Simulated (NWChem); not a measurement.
# C₂H₄BFO; SMILES C=CB(O)F

```xyz
9

B      0.0148    -0.5395    -0.0296
F      0.8158    -1.6014     0.0138
C      0.6585     0.8864    -0.0890
C     -0.0231     2.0277     0.0684
H      1.7419     0.9533    -0.2466
H      0.4557     3.0120     0.0380
H     -1.1061     2.0424     0.2482
O     -1.3107    -0.7931    -0.0174
H     -1.8492     0.0002    -0.0860
```
Atoms are numbered in this order, from 1.

All runs: NWChem. Pople sets run with spherical d functions. Coordinates come from a PBE0/def2-SVP optimisation. Atomic charges in e: unrestrained fits to the electrostatic potential beside Mulliken populations; buried atoms are poorly determined by the fit.

For level Hartree-Fock/6-31G*:

```yaml
ESP B1: 0.92
Mulliken B1: 0.86
Mulliken F2: -0.40
ESP C3: -0.46
Mulliken C3: -0.40
Mulliken C4: -0.37
ESP O8: -0.75
Mulliken O8: -0.72
```

Question: How do the values read with level B3LYP/def2-SVP instead?

Answer: 
| Item | Value |
|---|---|
| ESP B1 | 0.73 |
| Mulliken B1 | 0.05 |
| Mulliken F2 | -0.11 |
| ESP C3 | -0.36 |
| Mulliken C3 | -0.05 |
| Mulliken C4 | -0.04 |
| ESP O8 | -0.63 |
| Mulliken O8 | -0.10 |
